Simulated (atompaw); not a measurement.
## Before and after: PAW (atompaw) potential for scandium (Sc)

```
Element                 : Sc (Z = 21)
Generator               : atompaw 4.2.0.5
Type                    : PAW
Functional              : LDA (PW92)
Relativity              : scalar-relativistic
Frozen core             : [Ar]
Valence charge          : 3
Reference configuration : 3d1 4s1.5 4p0 (charge +0.5)
Partial waves           : 4s (bound): rc 3.00 bohr; 4s channel at -0.2 Ry: rc 3.00 bohr; 4p (bound, empty): rc 3.00 bohr; 4p channel at 0.4 Ry: rc 3.00 bohr; 3d (bound): rc 1.30 bohr; 3d channel at 0.15 Ry: rc 3.00 bohr
Local potential         : bessel scheme, radius 2.60 bohr
Core correction         : smooth core density matched at 2.35 bohr
Augmentation charge     : sinc compensation charge, radius 2.80 bohr; PAW radius 3.00 bohr; waves and projectors: custom polynom vanderbiltortho
```

All-electron outer shells of the reference configuration (LDA (PW92), scalar-relativistic, ld1.x):

| shell | level (eV) | outermost node (bohr) | outermost maximum (bohr) |
| --- | --- | --- | --- |
| 3p | -36.92 | 0.39 | 0.97 |
| 4s | -7.03 | 1.33 | 2.98 |
| 3d | -6.66 | – | 1.10 |
| 4p | -3.89 | 1.48 | 3.74 |

Change: augmentation sinc compensation charge, radius 2.80 bohr; PAW radius 3.00 bohr; waves and projectors: custom polynom2 7 10 vanderbiltortho.

Cutoffs: the cutoffs (Ry, on a coarse ladder) from which the occupation-weighted sum of valence levels, in a spherical-Bessel basis at the reference potential, stays within 10 and 1 mRy of its value at 400 Ry; they do not see the model core or the augmentation charge, which bear on the density cutoff.

Q: What does the change do?

A: The potential gets harder (45 Ry and 55 Ry → 50 Ry and 300 Ry); neither file shows a bound ghost.

```tsv
quantity	base	changed
cutoff, loose	45 Ry	50 Ry
cutoff, tight	55 Ry	300 Ry
loose cutoff by channel (10 mRy a level)	s 6 Ry, d 45 Ry	s 6 Ry, d 50 Ry
bound ghosts	none	none
s: phases at 3.01 bohr within 0.05 rad from the reference energy up to (Ry; the scan ends near 5)	1.9	2.2
p: phases at 3.01 bohr within 0.05 rad from the reference energy up to (Ry; the scan ends near 5)	1.1	2.0
d: phases at 3.01 bohr within 0.05 rad from the reference energy up to (Ry; the scan ends near 5)	0.9	0.8
lowest overlap eigenvalue by channel	s 0.34, p 0.56, d 0.33	s 0.67, p 1.00, d 0.34
```

 The cutoffs see the waves, projectors and local potential, not the compensation charge or the core.
